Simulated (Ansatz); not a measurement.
Computed with Ansatz on PBE0-D4/def2-TZVP structures; ΔE is electronic, products minus reactants. CBS: MP2 limit from def2 TZ/QZ plus the TZ coupled-cluster correction, frozen cores. This one scheme is used for every species. Functionals use def2-TZVPP. One conformer a species, not always the lowest.

Reaction (ligand exchange at the Si–O bond): `CO[SiH2]N` + `N[SiH](O)S` → `N[SiH2]S[SiH](N)O` + CH₃OH

```json
{"level": "PBE-D4", "ΔE (kJ/mol)": "4.3"}
{"level": "PBE0", "ΔE (kJ/mol)": "14.7"}
```

What does CCSD(T)/CBS give? (Estimate.)

The calculation gave: +21.2 kJ/mol. The listed levels differ from it by -16.9, -6.5 kJ/mol.

Largest T1 diagnostic among the species: 0.012.

In def2-TZVPP, CCSD(T) changes the Hartree–Fock value by −28.0 kJ/mol (the triples alone add −5.9 kJ/mol) and MP2 by −32.0 kJ/mol. The D4 term adds −11.1 kJ/mol with B3LYP and −6.1 kJ/mol with PBE0; it sums over pairs of atoms, weighted by their polarisabilities, and B3LYP, whose exchange is more repulsive, gets the larger term. From PBE to PBE0 (25 % exact exchange), in def2-TZVPP and without D4, ΔE moves by +3.6 kJ/mol.

B3LYP here is the variant with VWN-RPA as its local correlation; programs differ in this.
